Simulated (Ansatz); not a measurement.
Computed with Ansatz on PBE0-D4/def2-TZVP structures; ΔE is electronic, products minus reactants. CCSD(T)/CBS is the MP2 limit (def2-TZVPP, def2-QZVPP) plus CCSD(T) − MP2 in def2-TZVPP, frozen cores. This one scheme is used for every species, atoms too. DFT in def2-TZVPP. Open shells (•) are unrestricted, without spin–orbit coupling. Spin–orbit coupling would lower the free atoms: a little for C, F.

`FC1(F)CC1(F)F` → 3 C• + 4 F• + 2 H•  (atomization)

`FC1(F)CC1(F)F`:

Cartesian coordinates in Å:
```
F -1.667 0.589 -0.793
C -0.601 0.587 0.008
F -0.600 1.660 0.799
C -0.096 -0.720 0.549
C 0.685 0.039 -0.485
F 0.762 -0.446 -1.724
F 1.829 0.624 -0.133
H 0.293 -0.715 1.560
H -0.605 -1.618 0.219
```

```csv
species,r2SCAN energy (Eh)
`FC1(F)CC1(F)F`,-514.83235
C•,-37.83292
F•,-99.72763
H•,-0.49993
```

Work out ΔE.

ΔE = 4 × (-99.72763) + 3 × (-37.83292) + 2 × (-0.49993) − (-514.83235) = 1.42321 Eh = +3736.6 kJ/mol. CCSD(T)/CBS gives +3690.0 kJ/mol.

Largest T1 diagnostic among the species: 0.012.

From r2SCAN to r2SCAN0 (25 % exact exchange), in def2-TZVPP and without D4, ΔE moves by −116.0 kJ/mol: exact exchange takes away binding that semilocal exchange gives to molecules. At CCSD(T), def2-SVP lies −161.1 kJ/mol from the extrapolated value and def2-TZVPP −103.8 kJ/mol: correlation converges slowly with the basis, and small sets miss more of it in the bonded molecule than in its fragments. Leaving LDA and LC-ωPBE aside and taking each functional with its dispersion term where it has one, the values, not all of them listed here, spread over 418.7 kJ/mol, from BHLYP-D4 to PBE-D4. LDA lies +638.2 kJ/mol from PBE without D4, its usual overbinding.

For atomizations the MP2-based limit and the directly extrapolated one differ by several kJ/mol either way, and by 10 to 25 for some Ge, Se and Sn compounds, so smaller differences from it don't rank the levels.
